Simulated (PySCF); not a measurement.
The vertical singlet excitations below were computed for one of the candidates. Theory: TDDFT wB97X-D/def2-SVPD, vertical, gas phase, core orbitals frozen in the response (PySCF). Geometries: GFN2-xTB, one conformer each.

```csv
state,λ (nm),f
S1,204.2,0.041
S2,202.9,0.409
S3,189.9,0.0059
S4,165.5,0.0022
S5,162.6,0.0084
S6,153.4,0.141
S7,152.6,0.016
S8,145.2,0.0009
```

Triplets computed (Tamm–Dancoff): 3.65, 5.74, 6.01 eV.

Problem. Which structure fits? All have the formula C3H3F2NSi.
A. `N#C[C@@]1(F)[SiH2][C@@H]1F`
B. `N#C[C@@]1(F)[SiH2][C@H]1F`
C. `N#C/C=C/[SiH](F)F`

Solution. C. Its S1, at 6.07 eV, is the highest among the candidates; the nearest of the others has S1 at 5.45 eV. S1 is HOMO-1→LUMO (82%). Löwdin shares by element: HOMO carbon 68%, nitrogen 24%; LUMO carbon 68%, nitrogen 13% (atoms not listed hold the other 19%). At the same level the other candidates give, for their lowest levels:
- `N#C[C@@]1(F)[SiH2][C@H]1F`: 227 nm (f 0.008); 199 nm (f 0.210); 197 nm (f 0.004); 187 nm (f 0.011); 179 nm (f 0.034); T1 4.82 eV; HOMO -9.85, LUMO 0.41 eV
- `N#C[C@@]1(F)[SiH2][C@@H]1F`: 234 nm (f 0.008); 205 nm (f 0.006); 200 nm (f 0.207); 187 nm (f 0.011); 181 nm (f 0.033); T1 4.70 eV; HOMO -9.81, LUMO 0.36 eV

Conformer computed: `[N:1]#[C:2]/[CH:3]=[CH:4]/[SiH:5]([F:6])[F:7]`: C3–C4–Si5–F6 -12°.
